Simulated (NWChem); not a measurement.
System: C2H4FNOSi; SMILES O=C=N[SiH2]CF

Parts of the log:

```
             Northwest Computational Chemistry Package (NWChem) 7.3.0
             --------------------------------------------------------

 C1  symmetry detected

                             Geometry "geometry" -> ""
                             -------------------------

 Output coordinates in angstroms (scale by  1.889725989 to convert to a.u.)

  No.       Tag          Charge          X              Y              Z
 ---- ---------------- ---------- -------------- -------------- --------------
    1 O                    8.0000    -0.69127210     3.08254596    -0.04456321
    2 C                    6.0000    -0.18394147     2.03198762    -0.00647025
    3 N                    7.0000     0.34419470     0.95811403     0.02574214
    4 Si                  14.0000     1.01848173    -0.61956562     0.13991684
    5 C                    6.0000    -0.21730335    -1.89561079    -0.51491169
    6 F                    9.0000    -1.33949739    -1.93000671     0.28402113
    7 H                    1.0000     2.25526775    -0.68166077    -0.69203483
    8 H                    1.0000     1.33308649    -0.90486542     1.56657321
    9 H                    1.0000    -0.51422372    -1.65725608    -1.55232720
   10 H                    1.0000     0.25088459    -2.89766543    -0.53263484

 Effective nuclear repulsion energy (a.u.)     267.3508925425

  xc_inp: hfexch multiplicative factor not found.

                                 NWChem DFT Module
                                 -----------------

 Summary of "ao basis" -> "ao basis" (spherical)
 ------------------------------------------------------------------------------
       Tag                 Description            Shells   Functions and Types
 ---------------- ------------------------------  ------  ---------------------
 O                           6-31g*                  6       14   3s2p1d
 C                           6-31g*                  6       14   3s2p1d
 N                           6-31g*                  6       14   3s2p1d
 Si                          6-31g*                  8       18   4s3p1d
 F                           6-31g*                  6       14   3s2p1d
 H                           6-31g*                  2        2   2s

            General Information
            -------------------
          SCF calculation type: DFT
          Wavefunction type:  closed shell.
          No. of atoms     :    10
          No. of electrons :    54
           Alpha electrons :    27
            Beta electrons :    27
          Charge           :     0
          Spin multiplicity:     1
          Use of symmetry is: off; symmetry adaption is: off
          Maximum number of iterations: 150
          AO basis - number of functions:    96
                     number of shells:    46
          Convergence on energy requested:  1.00D-06
          Convergence on density requested:  1.00D-05
          Convergence on gradient requested:  5.00D-04

              XC Information
              --------------
                     Hartree-Fock (Exact) Exchange  1.000

      Superposition of Atomic Density Guess
      -------------------------------------

 Sum of atomic energies:        -594.55116847

      Non-variational initial energy
      ------------------------------

 Total energy =    -597.050644
 1-e energy   =   -1351.373658
 2-e energy   =     486.972121
 HOMO         =      -0.317683
 LUMO         =       0.068248

     ---------------------------------------------
      Total Density - Mulliken Population Analysis
     ---------------------------------------------

    Atom       Charge   Shell Charges
 -----------   ------   -------------------------------------------------------
    1 O    8     8.71   2.00  0.95  3.02  0.93  1.80  0.02
    2 C    6     4.91   2.00  0.68  1.47  0.28  0.37  0.11
    3 N    7     7.76   2.00  0.81  2.61  0.81  1.51  0.02
    4 Si  14    13.30   2.00  2.00  5.97  0.95  1.57  0.26  0.37  0.18
    5 C    6     6.08   2.00  0.69  1.74  0.63  0.97  0.05
    6 F    9     9.49   2.00  0.94  3.41  1.00  2.12  0.01
    7 H    1     1.07   0.47  0.60
    8 H    1     1.07   0.47  0.60
    9 H    1     0.81   0.47  0.33
   10 H    1     0.81   0.47  0.33

   convergence    iter        energy       DeltaE   RMS-Dens  Diis-err
 ---------------- ----- ----------------- --------- --------- ---------
 d= 0,ls=0.0,diis     1   -595.6505345270 -8.63D+02  7.18D-03  9.12D-01
 d= 0,ls=0.0,diis     2   -595.7316124104 -8.11D-02  2.79D-03  3.05D-01
 d= 0,ls=0.0,diis     3   -595.7596393192 -2.80D-02  8.78D-04  9.54D-03
 d= 0,ls=0.0,diis     4   -595.7609450757 -1.31D-03  2.60D-04  1.15D-03
 d= 0,ls=0.0,diis     5   -595.7610790234 -1.34D-04  7.79D-05  9.80D-05
  Resetting Diis
 d= 0,ls=0.0,diis     6   -595.7610921025 -1.31D-05  2.42D-05  3.89D-06
 d= 0,ls=0.0,diis     7   -595.7610929515 -8.49D-07  6.16D-06  5.12D-07

         Total DFT energy =     -595.761092951489
      One electron energy =    -1353.723515406019
           Coulomb energy =      547.783881695154
    Exchange-Corr. energy =      -57.172351783112
 Nuclear repulsion energy =      267.350892542489

 Numeric. integr. density =        0.000000000000

                       DFT Final Molecular Orbital Analysis
                       ------------------------------------

 Vector   25  Occ=2.000000D+00  E=-4.877067D-01
              MO Center= -2.7D-02, -4.5D-02, -1.1D-01, r^2= 4.9D+00
   Bfn.  Coefficient  Atom+Function         Bfn.  Coefficient  Atom+Function
  ----- ------------  ---------------      ----- ------------  ---------------
    31     -0.239828   3 N  px                3      0.220579   1 O  px
    49     -0.217590   4 Si px               35     -0.188828   3 N  px
    65      0.172946   5 C  pz                7      0.168384   1 O  px
    63      0.153229   5 C  px               64      0.152580   5 C  py
    78     -0.152277   6 F  py               50     -0.150420   4 Si py

[...]
```

Level: Hartree-Fock/6-31G* (spherical d). Structure relaxed at the PBE0/def2-SVP level.

**Question.** Reconstruct the input file.

**Answer.** Several could match; the one computed here: the input that was run:
```
start job
memory heap 200 mb stack 900 mb global 1100 mb
geometry units angstroms noautoz
  O     -0.594118     3.116210    -0.078559
  C     -0.127460     2.047648    -0.024579
  N      0.359141     0.954929     0.023945
  Si     0.972013    -0.645786     0.161318
  C     -0.306855    -1.881566    -0.487990
  F     -1.435134    -1.863855     0.302876
  H      2.211354    -0.764657    -0.660596
  H      1.265482    -0.925995     1.593477
  H     -0.587178    -1.644347    -1.530272
  H      0.122930    -2.900833    -0.490672
end
basis spherical
  * library 6-31g*
end
dft
  xc hfexch
  iterations 150
  mulliken
end
task dft energy
```
